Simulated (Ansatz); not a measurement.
Cl₂GeH₄OSi, SMILES `Cl[SiH](Cl)[O][GeH3]`. Charge 0, multiplicity 1. Correlated methods include outer-core shells of Ge, which these sets cover unevenly. Scalar relativity is left out up to krypton.

```xyz
9

Cl    0.836    1.647   -1.929
Si    1.216   -0.099   -0.930
Cl    2.608    0.310    0.513
O    -0.127   -0.679   -0.274
Ge   -1.350   -0.120    0.909
H     1.780   -1.074   -1.873
H    -0.625    0.158    2.231
H    -2.004    1.143    0.336
H    -2.333   -1.287    1.017
```

(1) Give the diagnostics of a CCSD(T)/def2-TZVPP run (frozen core, the Gaussian-basis code of Ansatz). (An estimate is asked.)

## Answers

(1) The calculation gave: T1 = 0.0109, largest single amplitude 0.017, largest double 0.018, (T) share of the correlation energy 3.8 %, 8 CCSD cycles. The RHF solution is stable towards an unrestricted one. T1 lies under the customary mark of 0.02 for closed shells.
